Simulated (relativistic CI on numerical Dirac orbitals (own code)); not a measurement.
# Radial parameters of Fe15+

Calculated at this level of theory: Dirac-Coulomb-Breit CI, separate exchange-only KLI orbitals for each configuration, QED by a radiative potential, unscaled Slater integrals (own radial code, finite nucleus).

Slater integrals F^k, G^k are unscaled and averaged over j, outside the closed core [Ne]; ζ comes from projecting the Hamiltonian with its Breit term on Σ l·s of the shell.

- 3p: ζ(3p) = 13872 cm⁻¹; <r>(3p) = 0.6654, <r^2>(3p) = 0.5092 (bohr units).
- 3d: ζ(3d) = 1107.4 cm⁻¹; <r>(3d) = 0.6093, <r^2>(3d) = 0.4292 (bohr units).
- 4p: ζ(4p) = 5400.1 cm⁻¹; <r>(4p) = 1.282, <r^2>(4p) = 1.867 (bohr units).

Averages of the first 10 configurations, taken without configuration mixing, which lowers the lowest level and can move excited configurations by several eV; other configurations of the list can lie among them:

```csv
Configuration,Parity,States,Average energy above the lowest level (eV)
3s,even,2,0.0
3p,odd,6,36.2
3d,even,10,84.1
4s,even,2,231.2
4p,odd,6,245.5
4d,even,10,263.1
4f,odd,14,270.4
5s,even,2,329.7
5p,odd,6,336.7
5d,even,10,345.3
```
